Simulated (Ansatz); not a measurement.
Geometry optimisation, RKS B3LYP-D4/def2-SVP in Ansatz 0.2.0.

input.yaml

```yaml
crystal:
  periodic: [false, false, false]
  atoms:
    - { symbol: O, position_ang: [0.0584, -2.1565, 0.6187] }
    - { symbol: C, position_ang: [1.1702, -1.4002, 0.2324] }
    - { symbol: O, position_ang: [0.8297, -0.4527, -0.7842] }
    - { symbol: Si, position_ang: [0.2926, 1.0216, -0.3003] }
    - { symbol: O, position_ang: [0.1994, 1.9758, -1.6649] }
    - { symbol: C, position_ang: [-1.4376, 0.8482, 0.5304] }
    - { symbol: F, position_ang: [-1.9476, 2.0662, 0.77] }
    - { symbol: H, position_ang: [-0.0541, -2.7917, -0.0699] }
    - { symbol: H, position_ang: [1.6256, -0.9209, 1.1656] }
    - { symbol: H, position_ang: [1.9089, -2.1047, -0.1447] }
    - { symbol: H, position_ang: [1.1753, 1.6135, 0.673] }
    - { symbol: H, position_ang: [-0.2612, 1.6334, -2.3936] }
    - { symbol: H, position_ang: [-2.1903, 0.3087, -0.1143] }
    - { symbol: H, position_ang: [-1.3822, 0.3299, 1.5106] }
basis:
  gaussian: { orbitals: def2-SVP }
hamiltonian:
  xc: b3lyp
  dispersion: d4
relax:
  f_tol: 0.015
  max_steps: 40
output:
  orbitals: {}
```

Command:

```bash
$ ansatz run input.yaml --threads 2 --pin off --max-ram 3072MiB --backend cpu --events-out ev --progress --plain --runs-dir out
```

Q: Where does it end, and by what steps?

A: The run converged. After 15 steps the energy has fallen by 0.383 eV; H8 moved furthest, 0.75 Å.

```
step  energy less start (eV)  largest force component (eV/Å)  accepted
   0                  0.0000                           2.195       yes
   1                 -0.2959                           0.837       yes
   2                 -0.3485                           0.619       yes
   3                 -0.2465                           1.322        no
   4                 -0.3692                           0.199       yes
   5                 -0.3739                           0.114       yes
   6                 -0.3754                           0.105       yes
   7                 -0.3781                           0.049       yes
   8                 -0.3794                           0.047       yes
   9                 -0.3803                           0.140       yes
  10                 -0.3811                           0.095       yes
  11                 -0.3821                           0.044       yes
  12                 -0.3825                           0.062       yes
  13                 -0.3827                           0.050       yes
  14                 -0.3828                           0.024       yes
  15                 -0.3828                           0.008       yes
```

```xyz
14
Properties=species:S:1:pos:R:3
O 0.282 -1.932 1.039
C 1.287 -1.472 0.180
O 0.829 -0.495 -0.712
Si 0.257 1.016 -0.251
O 0.330 2.039 -1.548
C -1.517 0.763 0.360
F -2.124 1.980 0.656
H -0.358 -2.432 0.513
H 2.078 -1.068 0.838
H 1.712 -2.290 -0.431
H 1.130 1.602 0.796
H -0.290 1.905 -2.274
H -2.122 0.232 -0.401
H -1.508 0.124 1.262
```

The run took 64 s on 2 threads of Arm Neoverse V2, with other jobs on the host, peak memory 0.37 GiB.
